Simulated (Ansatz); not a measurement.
`C=[C](C)[AlH][CH3]` + `O[SiH](F)[O][GeH3]` → `CO[SiH](F)[O][GeH3]` + `C=[C](C)[AlH2]`  (substitution at a C–Al bond)

Computed with Ansatz on PBE0-D4/def2-TZVP structures; ΔE is electronic, products minus reactants. CCSD(T)/CBS adds triple-zeta CCSD(T) − MP2 to the extrapolated MP2 energy (def2 sets, frozen cores). Functionals use def2-TZVPP. For Ge outer-core shells are correlated without core-valence functions, which leaves a few kJ/mol of doubt a bond. Scalar relativity is left out up to krypton. One conformer a species, not always the lowest.

Task: Is it downhill or uphill in electronic energy at CCSD(T)/CBS, and by how much? (Best estimate.)

Result: Computed: Uphill: ΔE = +101.8 kJ/mol.

Task: What do these levels give: PBE, r2SCAN, HF/def2-TZVPP, SCS-MP2/def2-TZVPP, HF/CBS(def2), CCSD/CBS(def2)? (An estimate is asked.)

Result: The calculation gave: PBE 100.2, r2SCAN 102.4, HF/def2-TZVPP 81.6, SCS-MP2/def2-TZVPP 96.5, HF/CBS(def2) 81.4, CCSD/CBS(def2) 100.5 kJ/mol.

Largest T1 diagnostic among the species: 0.012.

In def2-TZVPP, CCSD(T) changes the Hartree–Fock value by +16.4 kJ/mol (the triples alone add +1.3 kJ/mol) and MP2 by +23.9 kJ/mol.
